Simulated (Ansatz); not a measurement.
One change: `OB[SiH](F)[AlH2]` becomes `F[SiH]([AlH2])[AlH][Cl]`.

Ansatz, PBE0-D4/def2-TZVP geometries, multiplicity 1. Each molecule was computed in one conformer, which needn't be the lowest. `F[SiH]([AlH2])[AlH][Cl]` holds a close contact that its SMILES doesn't draw: Cl···Al 2.51 Å.

| property | `OB[SiH](F)[AlH2]` |
| --- | --- |
| LUMO energy (PBE0/def2-TZVPP) / eV | -2.11 |
| HOMO–LUMO gap (PBE/def2-TZVPP) / eV | 3.09 |
| LUMO energy (PBE/def2-TZVPP) / eV | -2.87 |
| HOMO–LUMO gap (ωB97M-V/def2-TZVPP) / eV | 8.57 |
| HOMO energy (ωB97M-V/def2-TZVPP) / eV | -9.03 |
| size of the dipole moment (B3LYP/def2-TZVPP) / D | 2.53 |

Q: What does the change do to each property? (Best estimate.)

A: Computed: 
```
                                        property  `F[SiH]([AlH2])[AlH][Cl]`  shift
              LUMO energy (PBE0/def2-TZVPP) / eV                      -2.53  -0.42
             HOMO–LUMO gap (PBE/def2-TZVPP) / eV                       2.61  -0.48
               LUMO energy (PBE/def2-TZVPP) / eV                      -3.26  -0.39
         HOMO–LUMO gap (ωB97M-V/def2-TZVPP) / eV                       7.89  -0.68
           HOMO energy (ωB97M-V/def2-TZVPP) / eV                      -8.71   0.32
size of the dipole moment (B3LYP/def2-TZVPP) / D                       2.46  -0.07
```

With PBE0 the HOMO rises by 0.21 eV and the LUMO falls by 0.42 eV, so the gap narrows by about 0.63 eV. PBE moves the HOMO by 0.09 eV and ωB97M-V by 0.32 eV. The zero-point energy changes by -47.8 kJ/mol with -3 modes. Dipoles are sizes alone; their direction can turn.

B3LYP here is the variant with VWN-RPA as its local correlation; programs differ in this.
